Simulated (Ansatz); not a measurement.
Ansatz (a quantum-chemistry and plane-wave program) input (PBE0/def2-TZVPD):

Ansatz 0.2 input:
```yaml
crystal:
  periodic: [false, false, false]
  atoms:
    - {symbol: N, position_ang: [0.02965768, 1.57863568, -0.55059754]}
    - {symbol: Si, position_ang: [-0.17442483, 0.08708365, 0.28068678]}
    - {symbol: N, position_ang: [-0.89357676, -0.94432494, -0.88466053]}
    - {symbol: N, position_ang: [1.14702229, -0.82892090, 0.89070638]}
    - {symbol: H, position_ang: [0.12508551, 2.44042721, -0.03793392]}
    - {symbol: H, position_ang: [0.49570521, 1.62459778, -1.44332645]}
    - {symbol: H, position_ang: [-0.93018311, 0.46686350, 1.50097002]}
    - {symbol: H, position_ang: [-0.99170822, -1.92976207, -0.70330609]}
    - {symbol: H, position_ang: [-1.61008819, -0.59735475, -1.50096290]}
    - {symbol: H, position_ang: [1.54359583, -0.61600023, 1.79182198]}
    - {symbol: H, position_ang: [1.82781813, -1.24567144, 0.27498427]}
basis:
  gaussian:
    orbitals: def2-TZVPD
hamiltonian:
  xc: {name: PBE0}
output: {forces: true}
```

End of the output:

```
integrals: 0.13 GiB planned
1190 factors; their error is unknown
0.35 GiB of the device are held for the grids
1.13 GiB of device memory are held for the factors and their scratch space
mean field: 1.04 GiB planned
mean field evaluation 1: about -12442.3520 eV, gradient 9.4e1 eV
mean field evaluation 2: about -12423.0500 eV, gradient 1.3e2 eV
mean field evaluation 4: about -12458.1822 eV, gradient 3.2e0 eV
mean field evaluation 8: about -12458.2126 eV, gradient 4.3e-2 eV
mean field evaluation 16: about -12458.2234 eV, gradient 1.2e-5 eV
mean field -12458.22342653 eV, -457.8312664380 hartree, gradient 1.0e-5 eV, S^2 0.000000; 0 other end points of the search recorded, 0 dependent functions left out
the calculation of the forces begins
reference -12458.22346521 eV, -457.8312678594 hartree; 21, 21 occupied and 196, 196 virtual orbitals, 1190 factors
Total energy: -12458.22346521 eV, -457.8312678594 hartree
Atom 0 at     0.029658     1.578636    -0.550598 Å, force    -0.015164    -0.062484     0.016263 eV/Å
Atom 1 at    -0.174425     0.087084     0.280687 Å, force     0.093460    -0.029601    -0.121900 eV/Å
Atom 2 at    -0.893577    -0.944325    -0.884661 Å, force     0.042372     0.045177     0.042616 eV/Å
Atom 3 at     1.147022    -0.828921     0.890706 Å, force    -0.053608     0.020351    -0.033327 eV/Å
Atom 4 at     0.125086     2.440427    -0.037934 Å, force     0.004841    -0.025792    -0.011955 eV/Å
Atom 5 at     0.495705     1.624598    -1.443326 Å, force    -0.005591     0.004886     0.026026 eV/Å
Atom 6 at    -0.930183     0.466863     1.500970 Å, force    -0.051967     0.018467     0.071134 eV/Å
Atom 7 at    -0.991708    -1.929762    -0.703306 Å, force    -0.006838     0.025040    -0.001516 eV/Å
Atom 8 at    -1.610088    -0.597355    -1.500963 Å, force     0.010338    -0.011968     0.020638 eV/Å
Atom 9 at     1.543596    -0.616000     1.791822 Å, force    -0.007475     0.000745    -0.027841 eV/Å
Atom 10 at     1.827818    -1.245671     0.274984 Å, force    -0.010368     0.015179     0.019863 eV/Å
Dipole moment:     0.189470     0.030650    -0.095688 e Å
```
